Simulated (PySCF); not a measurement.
# Dipole moment and polarisability of `[SiH2]1[SiH2][SiH2][SiH2]1`

Si4H8.
Structure used (GFN2-xTB), in Å, numbered top down from 1:
```xyz
12
Si4H8 angstrom
Si     0.3600   -1.6244    0.0934
Si    -1.6093   -0.3414    0.2573
Si    -0.3614    1.6228   -0.1075
Si     1.6088    0.3410   -0.2621
H      0.7101   -2.4161    1.2808
H      0.4037   -2.6211   -0.9853
H     -2.3168   -0.4172    1.5432
H     -2.6712   -0.6343   -0.7153
H     -0.7193    2.4119   -1.2942
H     -0.3972    2.6234    0.9679
H      2.3400    0.4246   -1.5336
H      2.6537    0.6300    0.7293
```

Level: CAM-B3LYP/def2-SVPD (PySCF), static field, nuclei fixed, core orbitals frozen in the response. The polarisability tensor in these axes (au):

```
x   129.04  -0.51  -5.23
y    -0.51 129.49  -3.45
z    -5.23  -3.45  92.98
```

Question: Give the principal values, the mean and the anisotropy Δα = √{½[(α1 − α2)² + (α2 − α3)² + (α1 − α3)²]}.

Answer: Principal values 91.91, 129.77 and 129.82 au; mean 117.17 au = 17.36 Å³ = 19.32 × 10⁻⁴⁰ C²·m²/J; Δα = 37.89 au (32 % of the mean).

Question: What is the dipole moment?

Answer: 0.02 D; point group D4h allows none, and the residue is numerical.

Question: What depolarisation ratio follows for Rayleigh scattering of linearly polarised light, taking the static tensor?

Answer: ρ = 3Δα²/(45ᾱ² + 4Δα²) = 4306.1/(617778 + 5741.4) = 0.00691.

Question: Refractivity n − 1 of an ideal gas of it at 273.15 K and 1 atm, from the electronic α?

Answer: N = p/kT = 2.6868 × 10¹⁹ cm⁻³, so n − 1 = 2π × N × 17.36 × 10⁻²⁴ cm³ = 2931 × 10⁻⁶ at long wavelengths, for an ideal gas.

Question: What molar refraction does this α imply?

Answer: Lorentz–Lorenz: R = (4π/3)N_A α = 2.5225 cm³/(mol·Å³) × 17.36 Å³ = 43.8 cm³/mol, in the limit of long wavelengths.

Geometry: GFN2-xTB; no solvent, vibrations or thermal averaging.
